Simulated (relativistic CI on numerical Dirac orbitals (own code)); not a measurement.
Spin-allowed bands of a d2 ion in an octahedral site, by hand

Problem. Take Δ = 18690 cm⁻¹ and B = 890 cm⁻¹ for a d2 ion in an octahedral site. Calculate the three spin-allowed bands.

Working.
1. The terms of highest spin are 3F (energy 0) and 3P (15B = 13350 cm⁻¹). Here the F term splits into A2 at +1.2Δ = 22428, T2 at +0.2Δ = 3738 and T1 at −0.6Δ = -11214 cm⁻¹.
2. The two T1 states mix through the element 0.4Δ: H = [[-11214, 7476], [7476, 13350]], with roots ½(H₁₁ + H₂₂) ∓ ½√[(H₂₂ − H₁₁)² + 4H₁₂²] = ½(2136) ∓ ½(28757) = -13310 and 15446 cm⁻¹.
3. The ground term is 3T1 at -13310 cm⁻¹.
4. Bands: 3T2 17048 cm⁻¹ (587 nm), 3T1(P) 28757 cm⁻¹ (348 nm), 3A2 35738 cm⁻¹ (280 nm).

Check. Exact diagonalisation of the whole d2 shell with these parameters gives 3T2 17048, 3T1 28757, 3A2 35738 cm⁻¹. The match is exact, since without spin-orbit coupling no other term has this spin. The ratio of the second band to the first, 1.687, depends on Δ/B = 21.0 alone, which is how a Tanabe-Sugano diagram is read.
